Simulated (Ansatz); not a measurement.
`CO[SiH2]CS` + `C=CCC[SiH3]` → `CO[SiH2]C[SiH3]` + `C=CCCS`  (formal exchange of groups at the Si–C bond)

Gas-phase electronic energies from Ansatz, PBE0-D4/def2-TZVP geometries. CCSD(T)/CBS is the MP2 limit (def2-TZVPP, def2-QZVPP) plus CCSD(T) − MP2 in def2-TZVPP, frozen cores. One conformer a species, not always the lowest.

```csv
species,CCSD(T)/CBS(def2) energy (Eh)
`CO[SiH2]CS`,-842.97795
`C=CCC[SiH3]`,-447.28294
`CO[SiH2]C[SiH3]`,-735.49105
`C=CCCS`,-554.77740
```

(1) Work out ΔE.

Largest T1 diagnostic among the species: 0.011.

Results:

(1) ΔE = (-735.49105) + (-554.77740) − (-842.97795) − (-447.28294) = -0.00756 Eh = -19.8 kJ/mol.
